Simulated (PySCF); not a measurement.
**Ag: interval between two levels**

Ag [Kr] 4d10 5s1 [2S1/2, M_J = 1/2] → Ag [Kr] 4d9 5s2 [2D5/2, M_J = 5/2], as a difference of total energies. Calculation: PySCF 2.14, in x2c-TZVPall-2c with one added diffuse shell each of s, p, d type (9s10p8d1f, 86 functions); the two-component X2C-1e Hamiltonian. Correlated levels: [Ar] 3d10 frozen; the 6 highest virtual spinors dropped. "Screened" scales the spin-orbit matrix elements by Boettger's factors to mimic the two-electron term; Breit and QED terms are absent.

Q: Order these methods by the interval between two levels they give, lowest first.
A. GHF (screened spin-orbit)
B. GHF (spin-free)
C. GMP2 (screened spin-orbit)
D. GMP2 (spin-free)

A: A (28978 cm⁻¹), C (29968 cm⁻¹), B (30817 cm⁻¹), D (31900 cm⁻¹).

The spin-free rows lack the spin-orbit shift.

Errors of the correlated levels include the incompleteness of this basis and the frozen core.

For comparison: 30242 cm⁻¹ (measured; NIST Handbook of Basic Atomic Spectroscopic Data (Sansonetti and Martin, J. Phys. Chem. Ref. Data 34, 1559 (2005))).
